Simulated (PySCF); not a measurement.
Compound: B2(F)4.
Cartesian coordinates in Å at the PBE0-D3(BJ)/def2-SVP level; atoms count from 1:
```
atom  x, y, z in Å
B1    -0.2646   -0.8042   -0.1525
F2     0.4901   -1.6972   -0.7606
F3    -1.4616   -1.2003    0.2291
B4     0.2716    0.8038    0.1448
F5    -0.0260    1.7967   -0.6694
F6     0.9904    1.1012    1.2086
```

Level of theory: TDDFT wB97X-D/def2-SVPD, vertical, gas phase, core orbitals frozen in the response in PySCF 2.14.0, density-fitted response routines.

Ground-to-excited transition dipoles (e·a0, same axes as the geometry; the sign carries no meaning), for the states with f of 0.002 or more among the lowest 10:

| state | E (eV) | μx | μy | μz |
| --- | --- | --- | --- | --- |
| S1 | 7.627 | 0.157 | 0.037 | -0.469 |
| S2 | 7.933 | -0.435 | 0.161 | -0.133 |
| S6 | 10.489 | 0.244 | 0.724 | 0.134 |
| S8 | 10.944 | 0.393 | -0.174 | 0.119 |
| S9 | 11.035 | 0.101 | 0.435 | 0.259 |
| S10 | 11.036 | 0.189 | 0.259 | -0.279 |

Problem. Work out the oscillator strengths.

Solution. f = (2/3) ΔE |μ|² with ΔE in hartree (27.2114 eV).

```csv
state,|μ|² (au),|μ| (D),f
S1,0.246,1.26,0.046
S2,0.233,1.23,0.045
S6,0.602,1.97,0.155
S8,0.199,1.13,0.053
S9,0.267,1.31,0.072
S10,0.181,1.08,0.049
```

Problem. Which bond between heavy atoms lies closest to the direction of the S6 transition dipole?

Solution. B1–B4, at 0° from it; next B1–F2, B4–F5, B4–F6 and B1–F3 at 58°.

Problem. What angle do the transition dipoles of S1 and S8 make?

Solution. |cos θ| = |μa·μb| / (|μa| |μb|) = 0.00, so θ ≈ 90° (taken between 0 and 90°, since the signs are arbitrary).

Problem. What peak molar absorption coefficient would the strongest computed level give as a lone Gaussian band 0.3 eV wide at half height?

Solution. ε(max) = 2.175×10⁸ f / FWHM, with the width in cm⁻¹. S6: 2.175×10⁸ × 0.1546 / 2420 ≈ 14000 L mol⁻¹ cm⁻¹.

All these states lie below the vertical ionisation energy of 13.00 eV (ΔSCF).

Time: 14 s. Hardware: one thread, Arm Neoverse V2, on a shared host.
